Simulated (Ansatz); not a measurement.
Compare A (`[F][Sn][O][SiH3]`) with its isomer B (`F[SiH]1[O][SnH2]1`).

Computed with Ansatz on PBE0-D4/def2-TZVP structures; ΔE is electronic, products minus reactants. CCSD(T)/CBS adds triple-zeta CCSD(T) − MP2 to the extrapolated MP2 energy (def2 sets, frozen cores). DFT in def2-TZVPP. B3LYP here is the variant with VWN-RPA as its local correlation; programs differ in this. def2 core potentials past Kr. For Sn outer-core shells are correlated without core-valence functions, which leaves a few kJ/mol of doubt a bond. Each species was taken in one conformer, which may not be the lowest.

**Question.** Which isomer does CCSD(T)/CBS put lower? Give the gap. (An estimate is asked.)

**Answer.** Ansatz gave: A, by 116.5 kJ/mol.

**Question.** Give E(B) − E(A) in kJ/mol with PBE-D4, CCSD(T)/def2-SVP, CCSD/def2-TZVPP, ωB97M-V, B3LYP-D4, B3LYP, HF/def2-TZVPP. (An estimate is asked.)

**Answer.** The calculation gave: PBE-D4 106.5, CCSD(T)/def2-SVP 134.7, CCSD/def2-TZVPP 115.4, ωB97M-V 115.5, B3LYP-D4 133.0, B3LYP 131.8, HF/def2-TZVPP 146.4. None reverses the order clearly.

Largest T1 diagnostic: 0.017.

In def2-TZVPP, CCSD(T) changes the Hartree–Fock value by −38.5 kJ/mol (the triples alone add −7.6 kJ/mol) and MP2 by −32.4 kJ/mol. Leaving LDA and LC-ωPBE aside and taking each functional with its dispersion term where it has one, the values, not all of them listed here, spread over 37.8 kJ/mol, from B97M-V to BLYP-D4. LDA lies −27.8 kJ/mol from PBE without D4.
